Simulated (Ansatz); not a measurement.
Harmonic frequencies (cm⁻¹) at PBE0-D4/def2-TZVP from Ansatz: 124, 158, 168, 249, 259, 296, 299, 357, 690, 734, 752, 807, 1556, 1565, 3611, 3612, 3717, 3717.

Each molecule was computed in one conformer, which needn't be the lowest.

(1) Which molecule is it?
A. `C[O][Ga]([OH])[Br]`
B. `[NH2][Ga]([Cl])[Cl]`
C. `[NH2][Ga]([NH2])[Br]`
D. `[F][Ga]([F])[O][SiH3]`

## Answers

(1) C.
